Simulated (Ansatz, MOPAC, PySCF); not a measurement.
AlF2H (SMILES [F][AlH][F]) and NH3 (SMILES N) are pulled apart as rigid monomers along the line of their centres of mass, from the B3LYP-D3(BJ)/def2-TZVP minimum. Starting geometry (charge 0, multiplicity 1):
```xyz
8

F      1.2279     0.7473     0.6289
Al    -0.2766     0.2782     1.1891
F     -0.7081    -1.2994     0.8389
H     -1.4182     1.3607     1.2156
N      0.2542    -0.0250     3.1275
H      0.6118     0.8185     3.5675
H     -0.5167    -0.3751     3.6898
H      0.9945    -0.7229     3.1478
```

Interaction energies with rigid monomers; basis-set methods are counterpoise corrected unless marked otherwise.

Rows in 6-31G* carry no dispersion term and start afresh at each structure (6-31G* with six Cartesian d functions). The state that AM1, PM7 reach isn't checked; PM7 holds dispersion and hydrogen-bond terms.

Codes used: Ansatz (a quantum-chemistry and plane-wave program); MOPAC for AM1, PM7 (differences of heats of formation); PySCF for 6-31G* rows, the dispersion terms. Values without a source in brackets are computed.

| Al2···N5 (Å) | AM1 (kJ/mol) | PM7 (kJ/mol) | PBE-D4/def2-TZVPPD (kJ/mol) | B3LYP/6-31G* (kJ/mol) | B3LYP/def2-TZVPPD (kJ/mol) |
|---|---|---|---|---|---|
| 1.83 | -123.1 | -117.1 | -133.7 | -117.8 | -131.0 |
| 2.03 | -117.2 | -131.4 | -157.6 | -147.7 | -153.4 |
| 2.33 | -113.2 | -85.5 | ? | -135.2 | -133.0 |
| 2.83 | -54.1 | -26.3 | -86.4 | -87.4 | -79.4 |
| 3.64 | -12.3 | -20.8 | -35.0 | ? | -31.0 |

### Question
Complete the blanks.

### Answer

- 3.64, B3LYP/6-31G* (kJ/mol): -35.5
- 2.33, PBE-D4/def2-TZVPPD (kJ/mol): -139.1
